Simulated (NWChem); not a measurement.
PbHOF, singlet; SMILES [F][Pb][OH]

```xyz
4

Pb     0.2636     0.0397     0.0000
F     -0.9321    -1.6443     0.0000
O     -1.3771     1.3380     0.0000
H     -2.2053     0.8378     0.0000
```
Atoms are numbered in this order, from 1.

Program: NWChem. Low-valent species are run as closed-shell singlets; no triplet was tried in these runs. The geometry was optimised at PBE0/def2-SVP. def2 effective core potentials on Pb; no spin-orbit coupling. Ions are spin-unrestricted doublets at the neutral geometry; other ion states weren't tried. Functional: LC-ωPBE (HJS hole) with def2-SVP; the question gives the range parameter ω in 1/bohr.

Predict the results for range parameter (1/bohr) 0.15. Quantities: vertical ionisation energy, ΔSCF (eV); −ε(HOMO) (eV).

vertical ionisation energy, ΔSCF (eV): 10.10
−ε(HOMO) (eV): 8.55
